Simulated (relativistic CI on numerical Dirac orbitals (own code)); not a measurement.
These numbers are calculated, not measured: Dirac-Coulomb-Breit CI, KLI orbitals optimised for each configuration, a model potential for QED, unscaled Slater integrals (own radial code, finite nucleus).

CI space (outside the closed core [Ne]): 3s2 3p6 3d5, 3s2 3p5 3d6, 3s2 3p4 3d7, 3s 3p6 3d6, 3p6 3d7, 3s 3p5 3d7, 3s2 3p6 3d4 4s, 3s2 3p6 3d4 4p, 3s2 3p4 3d6 4s, 3s2 3p6 3d4 4d, 3s2 3p4 3d6 4p, 3s2 3p5 3d5 4s, 3s2 3p6 3d4 4f, 3s 3p5 3d6 4s, 3s2 3p5 3d5 4p, 3s 3p5 3d6 4p, 3p6 3d6 4s, 3s2 3p6 3d3 4s2, 3p6 3d6 4p, 3s2 3p6 3d3 4s 4p, 3s2 3p6 3d4 5s, 3p6 3d5 4s2. Levels of other configurations are missing.

At this charge energies of transitions that change n are usually good to better than 1 %, and those within a shell (Δn = 0) to a few per cent.

Outline of the computed level scheme of Tm XLVII. Lowest level of each configuration: 3s2 3p6 3d5 4P_5/2 at 0.000 eV; 3s2 3p5 3d6 6F°_11/2 at 326.617 eV.

Some strong electric-dipole decays among the lowest 45 levels: 3s2 3p5 3d6 4D°_7/2 → 3s2 3p6 3d5 4P_5/2 (5.0e+11 s⁻¹); 3s2 3p5 3d6 4D°_7/2 → 3s2 3p6 3d5 4P_5/2 (9.0e+10 s⁻¹); 3s2 3p5 3d6 2P°_1/2 → 3s2 3p6 3d5 4D_3/2 (7.4e+09 s⁻¹); 3s2 3p5 3d6 6F°_11/2 → 3s2 3p6 3d5 2H_11/2 (5.9e+09 s⁻¹); 3s2 3p5 3d6 6F°_11/2 → 3s2 3p6 3d5 4G_9/2 (5.4e+09 s⁻¹); 3s2 3p5 3d6 4F°_9/2 → 3s2 3p6 3d5 4G_7/2 (5.1e+09 s⁻¹); 3s2 3p5 3d6 4D°_7/2 → 3s2 3p6 3d5 4G_9/2 (4.7e+09 s⁻¹); 3s2 3p5 3d6 4P°_5/2 → 3s2 3p6 3d5 6S_5/2 (4.3e+09 s⁻¹).

LS names give the leading component of a level, which can be under half, so a name can repeat, a term be missing and a line seem to break the LS rules.
